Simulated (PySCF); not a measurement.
C3H11FSi2, SMILES CC([SiH2][SiH2]F)C.

The structure is a stationary point at B3LYP-D3(BJ)/def2-SVP. The structure was generated by enumeration, and PubChem lists no compound with its InChIKey, so it may never have been made. Other conformers were not sampled.

The numbers are results of PySCF with SMD-M06-2X/def2-SVP, not measurements.

Solvation free energies are E(SMD) − E(gas) at the gas-phase geometry, for 1 M in both phases. In vacuum the dipole moment is 1.39 D.

```json
[
 {"solvent": "water", "ΔG(solv) (kcal/mol)": "2.4", "its non-electrostatic (CDS) part": "4.8", "dipole (D)": "1.79"},
 {"solvent": "n-hexane", "ΔG(solv) (kcal/mol)": "-2.3", "its non-electrostatic (CDS) part": "-1.5", "dipole (D)": "1.52"},
 {"solvent": "1-octanol", "ΔG(solv) (kcal/mol)": "-2.2", "its non-electrostatic (CDS) part": "-0.2", "dipole (D)": "1.72"}
]
```
